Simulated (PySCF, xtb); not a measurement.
Au(Me)(CNMe) (C3H6AuN), SMILES C[N+]#[C-]->[Au][CH3], multiplicity 1.

xtb 6.7.1 with GFN2-xTB at its own geometry gives an orbital gap of 2.61 eV and a dipole moment of 7.16 D.

Geometry optimised at PBE0-D3(BJ)/def2-SVP. The multiplicity is an assumed one; no other spin state was optimised. The isomer is the one that the SMILES or the coordinates give; other isomers of the formula were not compared. The def2 effective core potentials stand for the cores of Au; spin–orbit coupling is left out.

**Question.** What does B3LYP/def2-TZVP in PySCF give? (The exact figures need the calculation; the answer reports its results.)

**Answer.** gap 5.36 eV (levels -6.32 and -0.96 eV), dipole 7.20 D.
